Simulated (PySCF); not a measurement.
BBr2, SMILES [B+](Br)Br, charge +1.

Geometry optimised at TPSSh-D3(BJ)/def2-TZVP.

Computed with PySCF with PBE/def2-TZVPD.

The molecule is in vacuum.

total energy: -5172.09107 hartree
point group: D∞h
highest occupied level: -14.27 eV
lowest empty level: -8.99 eV
orbital gap: 5.28 eV
dipole moment about the centre of nuclear charge: 0.00 D
mean static polarisability: 49.6 bohr³ (7.35 Å³)
polarisability, principal values: 34.5, 34.5, 79.6 bohr³
